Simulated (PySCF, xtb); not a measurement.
CH2Ge2: which of two structures lies lower

We compare a, a singlet given by its coordinates, with b, a singlet given by its coordinates. Both are isolated molecules in the gas phase, relaxed with B3LYP-D3(BJ)/def2-SVP.

a (Å):

```xyz
5

C     0.7503   -1.0117    0.1848
Ge   -0.1741   -0.0632    1.4877
Ge    0.8743    0.6728   -0.7006
H     1.6688    0.3353   -2.0079
H     1.0857   -2.0328   -0.0228
```

Close contacts (Å): C1–Ge2 1.86, C1–Ge3 1.91, Ge2–Ge3 2.54, C1–H5 1.09, Ge3–H4 1.57.

b (Å):

```xyz
5

C     0.1127   -1.1137    0.8574
Ge   -1.3458    0.0148    1.1993
Ge    0.7582   -0.0695   -0.5604
H    -0.6663    0.9686   -0.1734
H     0.4595   -2.0415    1.3163
```

Close contacts (Å): C1–Ge2 1.88, C1–Ge3 1.88, Ge2–Ge3 2.74, C1–H5 1.09, Ge2–H4 1.80, Ge3–H4 1.80.

Question: Which of the two would you expect CCSD(T)/def2-SVP + ΔMP2/def2-TZVPP electronic energies to favour?

Answer: Structure b; the calculation gives E(b) − E(a) = −19.4 kcal/mol.

How the difference moves with the method:

| level | geometry | E(b) − E(a) (kcal/mol) | departure from the last row (kcal/mol) | job, with rough time for the two |
| --- | --- | --- | --- | --- |
| GFN2-xTB | GFN2-xTB | −13.2 | +6.1 | optimisation, 0.18 s |
| HF/STO-3G | GFN2-xTB | −10.9 | +8.5 | single point, 1.3 s |
| r2SCAN-D4/def2-SVP | GFN2-xTB | −21.2 | −1.9 | single point, 16 s |
| B3LYP-D3(BJ)/def2-SVP | B3LYP-D3(BJ)/def2-SVP | −20.7 | −1.3 | optimisation, 1.7 min |
| HF/def2-SVP | B3LYP-D3(BJ)/def2-SVP | −17.9 | +1.5 | part of the CCSD(T) run |
| MP2/def2-SVP | B3LYP-D3(BJ)/def2-SVP | −19.3 | 0.0 | part of the CCSD(T) run |
| CCSD(T)/def2-SVP | B3LYP-D3(BJ)/def2-SVP | −18.9 | +0.4 | single point |
| CCSD(T)/def2-SVP + ΔMP2/def2-TZVPP | B3LYP-D3(BJ)/def2-SVP | −19.4 |  | single point, 49 s |

The levels shown agree on the order. The largest departure from CCSD(T)/def2-SVP + ΔMP2/def2-TZVPP is that of HF/STO-3G, 8.5 kcal/mol. The last row adds to CCSD(T) the change of the MP2 difference between the two basis sets, here −0.4 kcal/mol.

With thermal terms from frequencies at re-optimised GFN2-xTB minima (ideal gas, soft modes damped towards free rotors, one conformer each, 298.15 K, 1 atm): the zero-point term adds −0.1 kcal/mol; ΔH is −19.7 and ΔG −18.6 kcal/mol.

The correlated steps freeze 19 core orbitals; the filled d shell of Ge is correlated, in a basis made for valence electrons. Codes used: PySCF 2.14.0, xtb 6.7.1; the last row on 2 threads of Arm Neoverse V2 on a shared host.
